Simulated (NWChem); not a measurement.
System: CH3FO2Si; SMILES F[SiH]1OCO1

```xyz
8

F     -0.4798    -1.8070     0.0000
Si     0.4298    -0.4930     0.0000
O     -0.0145     0.6727    -1.1133
C     -0.3551     1.5273     0.0000
O     -0.0145     0.6727     1.1133
H      1.8258    -0.9602     0.0000
H      0.2609     2.4313     0.0000
H     -1.4232     1.7670     0.0000
```
Atoms are numbered in this order, from 1.

Computed with NWChem. Pople sets run with spherical d functions. Coordinates come from a B3LYP/6-31G* (spherical d) optimisation. Ions are spin-unrestricted doublets at the neutral geometry; other ion states weren't tried. Functional: LC-ωPBE (HJS hole) with 6-31G*; the question gives the range parameter ω in 1/bohr.

Problem. Predict the results for range parameter (1/bohr) 0.80. Quantities: vertical ionisation energy, ΔSCF (eV); −ε(HOMO) (eV).

Solution. 
```
Property                               Value
-------------------------------------  -----
vertical ionisation energy, ΔSCF (eV)  12.37
−ε(HOMO) (eV)                          12.98
```
